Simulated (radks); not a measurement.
Results of a calculation; reference values are marked as such.
Initial-state core-level shifts of the krypton ion Kr3+ when its valence configuration changes from [Ar] 3d10 4s2 4p3. Code: a radial shooting solver on a logarithmic mesh with Libxc functionals. Model: Dirac Kohn-Sham, BLYP, spin-unpolarised, spherical densities, finite nucleus; open shells are shared between the two j in proportion to 2j + 1; Fermi nuclear charge, rms radius 4.1884 fm. Shifts are changes of the shell-averaged eigenvalues in eV (positive: less bound); the change of the density at the nucleus, which sets a Mossbauer isomer shift, is in e/bohr^3, on a base of 4.944e+04.

\begin{tabular}{lrrrrr}
valence & 2s & 2p & 3s & 3p & density at nucleus \\ \hline
3d10 4p5 & -2.924 & -2.892 & -2.952 & -2.933 & -102.306 \\
3d9 4s2 4p4 & -19.483 & -19.360 & -14.649 & -14.443 & +21.561 \\
3d8 4s2 4p5 & -39.890 & -39.649 & -29.517 & -29.132 & +44.414 \\
3d8 4s1 4p6 & -41.200 & -40.937 & -30.830 & -30.437 & -15.188 \\
3d9 4s1 4p5 & -20.875 & -20.733 & -16.048 & -15.833 & -33.492 \\
3d9.5 4s2 4p3.5 & -9.624 & -9.562 & -7.295 & -7.189 & +10.616 \\
3d10 4s1 4p4 & -1.479 & -1.464 & -1.492 & -1.483 & -50.526 \\
3d9.5 4s1.5 4p4 & -10.346 & -10.276 & -8.021 & -7.911 & -15.623 \\
\end{tabular}
